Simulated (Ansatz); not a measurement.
`O=C=[N][Zr]([Cl])([Cl])[N]=C=O`: the same geometry under several functionals.

```yaml
crystal:
  periodic: [false, false, false]
  atoms:
    - {symbol: O, position_ang: [-1.090127, -0.716853, -3.683157]}
    - {symbol: C, position_ang: [-0.881792, -0.315664, -2.614872]}
    - {symbol: N, position_ang: [-0.664522, 0.100225, -1.504361]}
    - {symbol: Zr, position_ang: [-0.319604, 0.816562, 0.340974]}
    - {symbol: Cl, position_ang: [-2.345947, 1.085542, 1.457653]}
    - {symbol: Cl, position_ang: [0.801846, 2.851996, 0.183982]}
    - {symbol: N, position_ang: [0.823311, -0.500656, 1.339024]}
    - {symbol: C, position_ang: [1.508668, -1.283596, 1.947869]}
    - {symbol: O, position_ang: [2.168146, -2.037565, 2.532867]}
basis:
  gaussian: {orbitals: def2-TZVPP}
hamiltonian: {xc: {name: r2SCAN0}, dispersion: d4}
output: {orbitals: {seedname: orbitals}}
```

```sh
$ ansatz run in.yaml --threads 2 --pin off --events-out ev --progress --plain --max-ram 32768MiB --backend cuda --devices 0, --max-vram 18GiB
```

It prints (some lines left out):

```
Functional definition: r2SCAN0
2012 factors; their error is unknown
mean field evaluation 1: about -35466.7684 eV, gradient 8.0e1 eV
mean field evaluation 2: about -35442.3864 eV, gradient 1.3e2 eV
mean field evaluation 4: about -35477.2901 eV, gradient 1.6e1 eV
mean field evaluation 8: about -35477.8428 eV, gradient 1.1e-1 eV
mean field evaluation 16: about -35477.9682 eV, gradient 6.0e-4 eV
mean field -35477.96824597 eV, -1303.7912852088 hartree, gradient 7.6e-5 eV, S^2 0.000000; 0 other end points of the search recorded, 0 dependent functions left out
reference -35477.96826036 eV, -1303.7912857375 hartree; 44, 44 occupied and 282, 282 virtual orbitals, 2012 factors
Total energy: -35478.07173332 eV, -1303.7950882987 hartree
```

Run time 4.7 s (2 threads of an AMD EPYC 7R13 on a shared host and a share of an NVIDIA H100 80 GB); peak host memory 0.9 GiB.

Changing it to `hamiltonian: {xc: hse06, dispersion: d4}` (abridged; 2.8 s):

```
Functional definition: HSE06
mean field evaluation 16: about -35466.7474 eV, gradient 3.4e-4 eV
mean field -35466.74743584 eV, -1303.3789280422 hartree, gradient 7.3e-5 eV, S^2 0.000000
Total energy: -35467.01522070 eV, -1303.3887689545 hartree
```

With the line `hamiltonian: {xc: {name: wB97X-V}}` (abridged; 6 s):

```
Functional definition: wB97X-V
mean field evaluation 16: about -35478.5615 eV, gradient 3.5e-4 eV
mean field -35478.56150304 eV, -1303.8130870040 hartree, gradient 6.9e-5 eV, S^2 0.000000
Total energy: -35478.56150009 eV, -1303.8130868955 hartree
```

With the line `hamiltonian: {xc: {name: B97M-V}}` (abridged; 5.5 s):

```
Functional definition: B97M-V
mean field evaluation 16: about -35478.8641 eV, gradient 2.2e-3 eV
mean field -35478.86413809 eV, -1303.8242086370 hartree, gradient 7.5e-6 eV, S^2 0.000000
Total energy: -35478.86422795 eV, -1303.8242119392 hartree
```

The same input with `hamiltonian: {xc: {name: revPBE}, dispersion: d4}` (abridged; 3.1 s):

```
Functional definition: revPBE
mean field evaluation 16: about -35480.4113 eV, gradient 1.8e-3 eV
mean field -35480.41133129 eV, -1303.8810669383 hartree, gradient 7.5e-5 eV, S^2 0.000000
Total energy: -35481.18437503 eV, -1303.9094757716 hartree
```

Changing it to `hamiltonian: {xc: {name: B3LYP}, dispersion: d4}` and forces (abridged; 4.4 s):

```
Functional definition: B3LYP
mean field evaluation 16: about -35487.5160 eV, gradient 5.8e-4 eV
mean field -35487.51596397 eV, -1304.1421573737 hartree, gradient 2.0e-5 eV, S^2 0.000000
Total energy: -35488.03083410 eV, -1304.1610785019 hartree
Atom 0 force    -0.064310    -0.124280    -0.330412 eV/Å
Atom 1 force     0.038918     0.074641     0.198564 eV/Å
Atom 2 force    -0.018002    -0.040747    -0.100792 eV/Å
Atom 3 force     0.013633    -0.036129    -0.014881 eV/Å
Atom 4 force    -0.259707     0.032745     0.143011 eV/Å
Atom 5 force     0.145272     0.260237    -0.020904 eV/Å
Atom 6 force     0.062873    -0.074036     0.052686 eV/Å
Atom 7 force    -0.122433     0.140622    -0.107891 eV/Å
Atom 8 force     0.203757    -0.233052     0.180618 eV/Å
Dipole moment:    -0.017552     0.045532     0.019186 e Å
```

HSE06 is the plane-wave form, built on full-range PBE exchange.

B3LYP takes the VWN-RPA correlation (the form of Gaussian; ORCA's B3LYP/G).
